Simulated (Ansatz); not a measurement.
Harmonic frequencies (cm⁻¹) at PBE0-D4/def2-TZVP from Ansatz: 61, 147, 159, 236, 285, 362, 511, 591, 660, 663, 688, 725, 748, 920, 922, 974, 988, 1203, 1346, 1418, 1454, 1475, 1653, 2220, 3063, 3157, 3162, 3172, 3270, 3482.

Each molecule was computed in one conformer, which needn't be the lowest.

(1) Which molecule is it?
A. `Cc1ccsc1`
B. `C=CC(=C)[SiH3]`
C. `Cc1cccs1`
D. `C#CC(=C)SC`

Results:

(1) D.
